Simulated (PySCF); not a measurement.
## Gas-phase XPS of `CP1CC[PH](=[Se])CC1`, computed

Compound: C5H12P2Se.
Z-matrix (Å and degrees, PBE0-D3(BJ)/def2-SVP geometry), rows numbered from 1:
```
C 
P   1  1.8454
C   2  1.8635  1   99.68
C   3  1.5270  2  111.88  1   167.18
P   4  1.8342  3  113.98  2   -65.58
Se  5  2.0911  4  115.86  3   179.60
C   5  1.8346  4  104.45  3    51.00
C   7  1.5271  5  114.18  4   -50.69
H   1  1.1021  2  112.76  3   -49.37
H   1  1.1005  2  109.33  3  -170.63
H   1  1.1004  2  109.32  3    71.94
H   3  1.1049  2  110.16  1    43.64
H   3  1.1025  2  107.70  1   -72.38
H   4  1.1029  3  111.91  2    53.99
H   4  1.1016  3  112.32  2   173.85
H   5  1.4271  4  101.35  3   -54.04
H   7  1.1028  5  105.46  4    72.65
H   7  1.1016  5  105.89  4  -174.62
H   8  1.1027  2  107.58  1    72.87
H   8  1.1051  2  110.21  1   -43.13
```

Level of theory: PySCF, delta-SCF UKS SCAN, pcX-2 on the ionised atom, pcseg-1 elsewhere, spin-free X2C. Each binding energy is the total energy of the core-ionised species, with the hole localised on one atom, minus that of the ground state; both are solved self-consistently, so orbital relaxation is included.

Q: What binding energy does each computed site have?

A: 
```json
{"atom(s)": "C1", "bonded to": "3 H and P", "level": "C 1s", "binding energy (eV)": "290.74", "2p1/2 (eV)": "–", "above the level's lowest (eV)": "0.00", "count": "1"}
{"atom(s)": "P2", "bonded to": "3 C", "level": "P 2p3/2", "binding energy (eV)": "136.21", "2p1/2 (eV)": "137.11", "above the level's lowest (eV)": "0.00", "count": "1"}
{"atom(s)": "P2", "bonded to": "3 C", "level": "P 1s", "binding energy (eV)": "2149.80", "2p1/2 (eV)": "–", "above the level's lowest (eV)": "0.00", "count": "1"}
{"atom(s)": "C3/C8", "bonded to": "C, 2 H and P", "level": "C 1s", "binding energy (eV)": "290.79", "2p1/2 (eV)": "–", "above the level's lowest (eV)": "+0.05", "count": "2"}
{"atom(s)": "C4/C7", "bonded to": "C, 2 H and P", "level": "C 1s", "binding energy (eV)": "290.85", "2p1/2 (eV)": "–", "above the level's lowest (eV)": "+0.11", "count": "2"}
{"atom(s)": "P5", "bonded to": "Se (double bond), 2 C and H", "level": "P 2p3/2", "binding energy (eV)": "137.62", "2p1/2 (eV)": "138.51", "above the level's lowest (eV)": "+1.41", "count": "1"}
{"atom(s)": "P5", "bonded to": "Se (double bond), 2 C and H", "level": "P 1s", "binding energy (eV)": "2151.38", "2p1/2 (eV)": "–", "above the level's lowest (eV)": "+1.58", "count": "1"}
```

The 3 C 1s values lie within 0.11 eV of each other; Gaussian lines of 0.5 eV full width would blend them into one maximum.

The listed P 1s values span 1.58 eV, from P2 (bonded to 3 C) to P5 (bonded to Se (double bond), 2 C and H). Summing the Pauling electronegativity differences to the bonded atoms, each weighted by its formal bond order, gives +1.08 for the lowest site and +1.45 for the highest.

The listed P 2p3/2 values span 1.41 eV, from P2 (bonded to 3 C) to P5 (bonded to Se (double bond), 2 C and H). Summing the Pauling electronegativity differences to the bonded atoms, each weighted by its formal bond order, gives +1.08 for the lowest site and +1.45 for the highest.

Q: Give the binding energy of P 1s of P5 in hartree and in kJ/mol.

A: 2151.38 eV = 79.0618 Eh = 207577 kJ/mol.

Q: Which effective nuclear charge Zeff reproduces each element's mean 1s value in the hydrogen-like formula E = 13.606 eV × Zeff²?

A: C (Z = 6): mean 290.8 eV, Zeff = 4.62, Z − Zeff = 1.38; P (Z = 15): mean 2150.6 eV, Zeff = 12.57, Z − Zeff = 2.43. Means run over the listed sites, weighted by atom count.

Atoms equivalent by their bonding share one computed value, that of the first of them. 2p3/2 and 2p1/2 are the ΔSCF energy of one spin-free 2p hole plus the eigenvalues of a spin–orbit and ligand-field matrix of the shell. 2p1/2 minus 2p3/2 (ligand field included): P 0.89 eV (mean over sites). No level of selenium is listed. Isolated species at its PBE0-D3(BJ)/def2-SVP geometry (one conformer only).

On one thread of an Arm Neoverse V2, no GPU (shared host), this took 2.8 min wall and 0.86 GiB of memory at its peak.
